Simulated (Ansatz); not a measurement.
Born–Oppenheimer molecular dynamics of FH₅O₄W (11 atoms, charge 0, multiplicity 1). It starts from a relaxed structure.

Level of theory: RKS PBE/def2-SVP in Ansatz.

```json
{
 "ensemble": "NVT, Nosé–Hoover chain",
 "time step": "0.25 fs",
 "steps asked": "250",
 "set temperature": "500 K",
 "thermostat": "time constant 20 fs, chain length 1",
 "seed": "247517"
}
```

Frames 0.25 fs apart, positions in Å.

Velocities at 47.5 fs (Å/ps):

```
W -0.82 -0.61 -0.07
H 15.20 -11.28 1.90
F 2.99 0.99 -2.08
O 2.73 0.17 2.73
H 5.58 -0.28 24.98
O 2.12 2.35 -3.03
H 12.77 -68.13 1.46
O 0.74 6.23 2.54
H -24.29 1.15 24.11
O -0.03 4.30 -1.07
H -4.87 -36.60 -18.23
```

```xyz
11
Properties=species:S:1:pos:R:3 time_fs=47.5 energy_less_start_eV=0.912 T=482
W -0.110 -0.073 -0.189
H 0.076 0.635 1.486
F 1.757 -0.371 -0.034
O -0.102 1.851 -0.420
H -0.207 2.411 0.541
O -2.002 0.015 -0.279
H -2.497 -0.637 0.156
O -0.260 -1.692 0.864
H 0.433 -1.983 1.514
O 0.015 0.270 -2.072
H 0.185 1.141 -2.380
11
Properties=species:S:1:pos:R:3 time_fs=47.75 energy_less_start_eV=0.916 T=487
W -0.110 -0.073 -0.189
H 0.080 0.632 1.486
F 1.758 -0.371 -0.034
O -0.101 1.851 -0.420
H -0.206 2.410 0.546
O -2.001 0.016 -0.279
H -2.494 -0.655 0.157
O -0.260 -1.691 0.865
H 0.426 -1.982 1.519
O 0.015 0.271 -2.072
H 0.184 1.133 -2.384
11
Properties=species:S:1:pos:R:3 time_fs=48 energy_less_start_eV=0.912 T=498
W -0.110 -0.074 -0.189
H 0.084 0.629 1.486
F 1.759 -0.371 -0.035
O -0.100 1.851 -0.419
H -0.204 2.408 0.549
O -2.001 0.016 -0.280
H -2.492 -0.673 0.158
O -0.260 -1.689 0.866
H 0.420 -1.982 1.525
O 0.015 0.272 -2.072
H 0.183 1.125 -2.390
11
Properties=species:S:1:pos:R:3 time_fs=48.25 energy_less_start_eV=0.902 T=515
W -0.110 -0.074 -0.189
H 0.087 0.625 1.485
F 1.759 -0.370 -0.035
O -0.099 1.852 -0.418
H -0.202 2.405 0.550
O -2.000 0.017 -0.281
H -2.491 -0.693 0.160
O -0.259 -1.688 0.866
H 0.413 -1.981 1.530
O 0.015 0.273 -2.072
H 0.183 1.120 -2.396
11
Properties=species:S:1:pos:R:3 time_fs=48.5 energy_less_start_eV=0.885 T=539
W -0.110 -0.074 -0.189
H 0.090 0.621 1.483
F 1.760 -0.370 -0.036
O -0.099 1.852 -0.416
H -0.199 2.400 0.548
O -1.999 0.018 -0.282
H -2.490 -0.713 0.162
O -0.259 -1.686 0.867
H 0.405 -1.981 1.536
O 0.015 0.274 -2.072
H 0.183 1.116 -2.402
11
Properties=species:S:1:pos:R:3 time_fs=48.75 energy_less_start_eV=0.859 T=570
W -0.111 -0.074 -0.189
H 0.093 0.617 1.481
F 1.761 -0.370 -0.036
O -0.098 1.853 -0.415
H -0.196 2.394 0.545
O -1.999 0.018 -0.282
H -2.489 -0.732 0.164
O -0.259 -1.685 0.868
H 0.398 -1.980 1.540
O 0.015 0.274 -2.072
H 0.183 1.114 -2.409
11
Properties=species:S:1:pos:R:3 time_fs=49 energy_less_start_eV=0.827 T=609
W -0.111 -0.074 -0.189
H 0.096 0.612 1.478
F 1.762 -0.370 -0.037
O -0.097 1.853 -0.413
H -0.193 2.387 0.539
O -1.998 0.019 -0.283
H -2.487 -0.752 0.165
O -0.259 -1.683 0.868
H 0.390 -1.979 1.545
O 0.015 0.274 -2.073
H 0.183 1.114 -2.418
11
Properties=species:S:1:pos:R:3 time_fs=49.25 energy_less_start_eV=0.788 T=653
W -0.111 -0.074 -0.189
H 0.099 0.607 1.474
F 1.763 -0.369 -0.038
O -0.097 1.854 -0.412
H -0.190 2.378 0.531
O -1.998 0.019 -0.284
H -2.486 -0.771 0.166
O -0.259 -1.681 0.869
H 0.381 -1.978 1.550
O 0.015 0.275 -2.073
H 0.184 1.116 -2.426
11
Properties=species:S:1:pos:R:3 time_fs=49.5 energy_less_start_eV=0.746 T=700
W -0.111 -0.074 -0.189
H 0.102 0.602 1.470
F 1.764 -0.369 -0.038
O -0.096 1.855 -0.410
H -0.186 2.369 0.521
O -1.997 0.019 -0.284
H -2.483 -0.789 0.167
O -0.258 -1.680 0.870
H 0.373 -1.976 1.554
O 0.015 0.275 -2.073
H 0.186 1.119 -2.436
11
Properties=species:S:1:pos:R:3 time_fs=49.75 energy_less_start_eV=0.706 T=746
W -0.111 -0.074 -0.189
H 0.104 0.596 1.465
F 1.764 -0.369 -0.039
O -0.095 1.856 -0.408
H -0.182 2.358 0.510
O -1.997 0.020 -0.285
H -2.481 -0.806 0.167
O -0.258 -1.678 0.870
H 0.364 -1.975 1.558
O 0.015 0.274 -2.072
H 0.187 1.124 -2.446
11
Properties=species:S:1:pos:R:3 time_fs=50 energy_less_start_eV=0.672 T=787
W -0.112 -0.075 -0.189
H 0.106 0.590 1.460
F 1.765 -0.369 -0.039
O -0.094 1.857 -0.406
H -0.178 2.347 0.497
O -1.997 0.020 -0.286
H -2.477 -0.822 0.166
O -0.258 -1.677 0.871
H 0.355 -1.974 1.563
O 0.015 0.274 -2.072
H 0.189 1.130 -2.456
11
Properties=species:S:1:pos:R:3 time_fs=50.25 energy_less_start_eV=0.651 T=818
W -0.112 -0.075 -0.189
H 0.109 0.584 1.454
F 1.766 -0.369 -0.040
O -0.094 1.858 -0.404
H -0.174 2.335 0.482
O -1.996 0.020 -0.286
H -2.473 -0.836 0.165
O -0.258 -1.675 0.872
H 0.346 -1.973 1.567
O 0.014 0.274 -2.072
H 0.191 1.136 -2.467
```

Of the whole run (62 fs, mean temperature of the second half 589 K): The conserved energy stayed within 0.72 meV per atom of its start (net change 0.48 meV per atom), so the integration is sound. The mean temperature of the second half is 18 % above the set value. A run of 0.062 ps of so small a system gives no equilibrium averages.

Time of the run: 7 min on 4 threads of Arm Neoverse V1 (shared host), peak memory 0.19 GiB.
